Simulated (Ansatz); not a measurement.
Cost and result for the atomization energy of `N[SiH2]O[Si](N)(Cl)Cl` (13 atoms, 12 bonds).

Cartesian coordinates in Å:
```
N -1.752 -0.094 -1.760
Si -1.551 0.799 -0.327
O -0.294 0.311 0.639
Si 1.122 -0.436 0.506
N 1.998 -0.212 1.926
Cl 0.916 -2.446 0.210
Cl 2.044 0.282 -1.192
H -1.134 0.038 -2.544
H -2.145 -1.020 -1.751
H -1.285 2.208 -0.693
H -2.765 0.638 0.502
H 2.030 0.695 2.363
H 2.816 -0.764 2.122
```

Charge 0, multiplicity 1. The structure was optimised at the PBE0-D4/def2-TZVP level. It is one conformer, not always the lowest. Program: Ansatz. All runs use 2 threads of an AMD EPYC 7R13 on a shared host and a share of an NVIDIA H100 80 GB. Times are those of one run each, without the atoms' runs, and a repeat can differ threefold. Electronic energies, without spin–orbit coupling; frozen cores. CCSD(T)/CBS adds CCSD(T) − MP2 in def2-TZVPP to the MP2 limit, and its time is that of the two runs behind it. T1 = 0.010. B3LYP takes the VWN-RPA correlation (the form of Gaussian; ORCA's B3LYP/G).

CCSD(T)/CBS is a level of theory with its own doubt, some kJ/mol a heavy atom from the limit and from the frozen cores, so smaller differences don't rank the functionals.

| level | functions | wall time | atomization (kJ/mol) | difference from CCSD(T)/CBS | per bond |
| --- | --- | --- | --- | --- | --- |
| B2PLYP/def2-TZVPP | 345 | 2.9 s | 4681.0 | -86.8 | -7.2 |
| PBE-D4/def2-TZVPP (with forces) | 345 | 2.9 s | 4795.5 | 27.7 | 2.3 |
| ωB97X-V/def2-TZVPP | 345 | 3.2 s | 4784.4 | 16.6 | 1.4 |
| B3LYP-D4/def2-TZVPP (with forces) | 345 | 3.9 s | 4737.2 | -30.6 | -2.5 |
| ωB97M-V/def2-TZVPP (with forces) | 345 | 4.1 s | 4785.2 | 17.4 | 1.4 |
| MP2/def2-QZVPP | 631 | 4.1 s | 4811.6 | 43.8 | 3.7 |
| PBE0-D4/def2-TZVPP | 345 | 4.3 s | 4716.2 | -51.6 | -4.3 |
| r2SCAN-D4/def2-TZVPP (with forces) | 345 | 4.7 s | 4745.2 | -22.6 | -1.9 |
| CCSD(T)/def2-TZVPP | 345 | 8.5 s | 4595.5 | -172.3 | -14.4 |
| CCSD(T)/CBS(def2) | – | 13 s | 4767.8 | 0.0 | 0.0 |

In def2-TZVPP, CCSD(T) changes the Hartree–Fock value by +1229.1 kJ/mol (the triples alone add +76.1 kJ/mol) and MP2 by +1341.3 kJ/mol; breaking electron pairs costs correlation energy, which Hartree–Fock lacks. From PBE to PBE0 (25 % exact exchange), in def2-TZVPP and without D4, the atomization energy moves by −73.5 kJ/mol: exact exchange takes away binding that semilocal exchange gives to molecules. The D4 term adds +70.0 kJ/mol with B3LYP and +37.5 kJ/mol with PBE0; it sums over pairs of atoms, weighted by their polarisabilities, and B3LYP, whose exchange is more repulsive, gets the larger term.
